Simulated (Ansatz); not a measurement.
Ga2Te3, relaxed as a singlet with RKS r2SCAN-D4/def2-SVP in Ansatz, starting from the GFN2-xTB geometry. Force threshold 0.02 eV/Å.

In the def2 sets Te takes a core potential; there is no spin–orbit coupling. Another isomer (singlet) lies 0.30 eV lower at PBE0-D4/def2-TZVP; other spin states weren't run for this one.

Start:

```tsv
atom	x (Å)	y (Å)	z (Å)
Ga1	0.902	0.522	-0.447
Ga2	-1.436	-1.220	-0.075
Te3	0.781	-0.297	2.038
Te4	-0.950	1.662	1.058
Te5	0.703	-0.667	-2.573
```

| step | energy (eV) | largest force component (eV/Å) | SCF passes |
| --- | --- | --- | --- |
| 1 | -126634.5059 | 0.490 | 18 |
| 2 (rejected) | -126634.4929 | 0.704 | 27 |
| 3 | -126634.5585 | 0.109 | 21 |
| 4 | -126634.5650 | 0.111 | 20 |
| 5 | -126634.5707 | 0.162 | 21 |
| 6 | -126634.5742 | 0.028 | 21 |
| 7 (rejected) | -126634.5726 | 0.059 | 21 |
| 8 | -126634.5746 | 0.004 | 23 |

Force components are those of the run's own axes.

End:

```xyz
5

Ga    0.960    0.615   -0.411
Ga   -1.383   -1.234   -0.122
Te    0.777   -0.367    1.976
Te   -0.952    1.668    0.977
Te    0.596   -0.682   -2.421
```

Bonds formed: Ga2–Te5 (atoms count from 1).

No frequencies were taken in this run, so the end may be a saddle point.

Run time 20 s (4 threads of AMD EPYC 7B13 on a shared host).
